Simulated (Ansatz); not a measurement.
K₂I₂⁺, that is (KI)2 ring with one electron fewer. Total charge 1; doublet. Geometry PBE0-D4/def2-SVP, that of the neutral singlet; atoms count from 1.

```tsv
atom	x (Å)	y (Å)	z (Å)
K1	1.441	-0.592	-1.443
I2	-0.622	-2.393	0.361
K3	-1.438	0.591	1.447
I4	0.618	2.393	-0.364
```

In the def2 sets I takes a core potential; there is no spin–orbit coupling.

(1) Estimate the Mulliken populations from the PBE0/def2-TZVP orbitals of Ansatz.

(2) Where does the spin sit?

Results:

(1) 
```tsv
atom	charge (e)	spin (α − β)
K1	0.81	-0.01
I2	-0.31	0.51
K3	0.81	-0.01
I4	-0.31	0.51
```
Mulliken values and Mayer orders depend strongly on the basis.

(2) Summed by element: K -0.02, I 1.02, of 1 unpaired in all. Largest on single atoms: I2 0.51, I4 0.51, K1 -0.01.
